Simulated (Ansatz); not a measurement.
Input (CCSDT(Q)/def2-SVP; Ansatz, a program for electronic structure):

Ansatz 0.2 input:
```yaml
crystal:
  periodic: [false, false, false]
  atoms:
    - {symbol: Y, position_ang: [0.28427316, 0.17044935, 0.07389960]}
    - {symbol: F, position_ang: [-0.99811462, 0.73578155, -1.23881457]}
    - {symbol: F, position_ang: [-0.23373574, -1.47439538, 0.91858298]}
basis:
  gaussian:
    orbitals: def2-SVP
total_charge: 1
magnetization: {spin_polarized: false}
correlation: {method: ccsdt_q, electrons: outside_noble_gas}
```

Output:

```
Functional definition: HF
integrals: 0.04 GiB planned
1034 factors; integrals over basis functions are off by at most 1.5e-7 eV
mean field: 0.16 GiB planned
mean field evaluation 1: about -6424.3152 eV, gradient 8.3e1 eV
mean field evaluation 2: about -6424.3211 eV, gradient 8.3e1 eV
mean field evaluation 4: about -6436.1402 eV, gradient 2.8e0 eV
mean field evaluation 8: about -6436.1496 eV, gradient 1.1e-1 eV
mean field evaluation 16: about -6436.1431 eV, gradient 4.7e-1 eV
mean field -6436.14961201 eV, -236.5241356625 hartree, gradient 2.6e-6 eV, S^2 0.000000; 0 other end points of the search recorded, 0 dependent functions left out
6 core orbitals not correlated, not the lowest: weight in the atoms' cores, before any rotation towards them, 0.589 or more for the frozen orbitals, at most 0.399 for the correlated occupied ones
reference -6436.14961201 eV, -236.5241356625 hartree; 8, 8 occupied and 45, 45 virtual orbitals, 1034 factors
second order -11.76041228 eV of doubles, -0.00000000 eV of singles
coupled cluster: 0.73 GiB planned
cycle   1  -11.22361236 eV  change    5.4e-1 eV  update   1.4e-1
cycle   2  -11.68480433 eV  change   -4.6e-1 eV  update   1.1e-1
cycle   3  -11.85887035 eV  change   -1.7e-1 eV  update   2.6e-2
cycle   4  -11.89969348 eV  change   -4.1e-2 eV  update   1.4e-2
cycle   5  -11.87577761 eV  change    2.4e-2 eV  update   4.8e-3
cycle   6  -11.86885807 eV  change    6.9e-3 eV  update   2.2e-3
cycle   7  -11.87042093 eV  change   -1.6e-3 eV  update   7.9e-4
cycle   8  -11.87131260 eV  change   -8.9e-4 eV  update   4.0e-4
cycle   9  -11.87129395 eV  change    1.9e-5 eV  update   1.3e-4
cycle  10  -11.87116271 eV  change    1.3e-4 eV  update   6.0e-5
cycle  11  -11.87121345 eV  change   -5.1e-5 eV  update   2.1e-5
cycle  12  -11.87121128 eV  change    2.2e-6 eV  update   9.4e-6
cycle  13  -11.87120216 eV  change    9.1e-6 eV  update   3.9e-6
cycle  14  -11.87120142 eV  change    7.4e-7 eV  update   1.8e-6
perturbative correction -0.03234601 eV, -0.0011886938 hartree
Total energy: -6448.05315944 eV, -236.9615829619 hartree
```
